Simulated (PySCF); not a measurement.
Removing the step error of a finite difference

System: C2H8ClNSi2 (SMILES N[SiH2]/C=C/[SiH2]Cl), singlet, at a GFN2-xTB geometry, atoms displaced at random by about 0.03 Å a coordinate. Level: HF/STO-3G, gradient (PySCF). Sums are taken with unrounded values, so a last digit can differ.

Central differences of the energy along x of atom 2 gave a gradient component of -0.007264 Eh/bohr at step 0.05 and -0.007295 Eh/bohr at step 0.2 (atomic units).

Task: Extrapolate to zero step.

Result: The leading error of a symmetric difference goes as h², so A(h) = A0 + c h². Then c = (-0.007295 - (-0.007264))/(0.2² - 0.05²) = -0.000819 (atomic units) and A0 = -0.007264 - c × 0.05² = -0.007262 Eh/bohr. The analytic value from the same program and level is -0.007262 Eh/bohr: the smaller step missed it by -0.000002, the extrapolation by 0.000000.
